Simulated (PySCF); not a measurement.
F3OSi, SMILES F[Si](F)([O])F, multiplicity 2.

Geometry: B3LYP-D3(BJ)/def2-SVP. The isomer is the one that the SMILES or the coordinates give; other isomers of the formula were not compared.

Method: r2SCAN/def2-TZVP (PySCF).

Isolated molecule, no solvent.

Computed frontier levels, dipole moment and polarisability:
- α spin, highest occupied and lowest empty level: -9.73 and -0.23 eV
- β spin, highest occupied and lowest empty level: -9.13 and -7.07 eV
- dipole moment: 0.11 D
- quadrupole, principal values (traceless, Buckingham form, about the centre of nuclear charge): -0.93, -0.43, 1.36 D·Å
- mean static polarisability: 24.0 bohr³ (3.56 Å³)
- polarisability, principal values: 22.5, 23.4, 26.1 bohr³
- ⟨S²⟩: 0.754 (pure state 0.75)
